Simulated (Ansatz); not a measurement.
Harmonic frequencies (cm⁻¹) at PBE0-D4/def2-TZVP from Ansatz: 143, 379, 407, 429, 585, 751, 823, 2165, 2177.

(1) Which molecule is it?
A. `[F][SnH][SeH]`•
B. `[S][GeH2][Cl]`•
C. `[SH][GeH][Cl]`•
D. `[O][Si](F)(Cl)Cl`•

Answers

(1) B.
